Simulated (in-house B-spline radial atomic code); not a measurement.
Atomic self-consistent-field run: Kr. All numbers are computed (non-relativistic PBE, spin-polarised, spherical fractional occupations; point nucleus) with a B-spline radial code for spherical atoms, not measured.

Command:
```bash
python run_scf.py task.json out
```
Settings:
```
Z                36
configuration    [Ar] 3d10 4s2 4p6
hamiltonian      nr
method           pbe,pbe
spin_polarised   True
```

Output (hartree, bohr):
```
 radial grid: 58 intervals, B-splines of order 8, outer radius 50 bohr

 iter        energy (Eh)    residual
    1       -2752.723925    4.47e-01
    2       -2753.039438    1.42e-01
    3       -2753.413521    1.87e-02
    4       -2753.415879    8.57e-03
    5       -2753.416088    1.59e-03
    6       -2753.416101    5.85e-04
    7       -2753.416106    5.01e-05
    8       -2753.416107    1.22e-05
    9       -2753.416107    4.18e-08

 total energy                     -2753.41611
 kinetic                            2751.8434
 electron-nucleus                  -6582.1245
 Hartree                            1172.0057
 exchange-correlation                -95.1407

 orbital      occ     eigenvalue          <r>       <r^2>       <1/r>       <r^4>     <1/r^3>       r_max
 1s up      1.000      -510.7930    0.0424532   0.0024132     35.4956 1.47866e-05           -     0.02804
 1s down    1.000      -510.7930    0.0424532   0.0024132     35.4956 1.47866e-05           -     0.02804
 2s up      1.000       -66.3746     0.187809   0.0415087      7.8894  0.00295986           -      0.1582
 2s down    1.000       -66.3746     0.187809   0.0415087      7.8894  0.00295986           -      0.1582
 2p up      3.000       -60.0432     0.161881   0.0320011     7.87055  0.00203938     1388.76      0.1251
 2p down    3.000       -60.0432     0.161881   0.0320011     7.87055  0.00203938     1388.76      0.1251
 3s up      1.000        -9.3468     0.541466    0.336798     2.62487    0.179191           -      0.4769
 3s down    1.000        -9.3468     0.541466    0.336798     2.62487    0.179191           -      0.4769
 3p up      3.000        -7.0965     0.545329    0.347736     2.51615    0.203273     203.966      0.4675
 3p down    3.000        -7.0965     0.545329    0.347736     2.51615    0.203273     203.966      0.4675
 3d up      5.000        -3.0630     0.553837    0.377636     2.27606    0.302896     26.9059      0.4108
 3d down    5.000        -3.0630     0.553837    0.377636     2.27606    0.302896     26.9059      0.4108
 4s up      1.000        -0.8147      1.60306      2.9466    0.829556     14.0857           -       1.367
 4s down    1.000        -0.8147      1.60306      2.9466    0.829556     14.0857           -       1.367
 4p up      3.000        -0.3411      1.95175     4.48602    0.679541     36.7742     16.5749       1.561
 4p down    3.000        -0.3411      1.95175     4.48602    0.679541     36.7742     16.5749       1.561
```

Run time, properties included: 0.15 s on 1 thread of Intel(R) Xeon(R) Platinum 8488C, on a shared host.
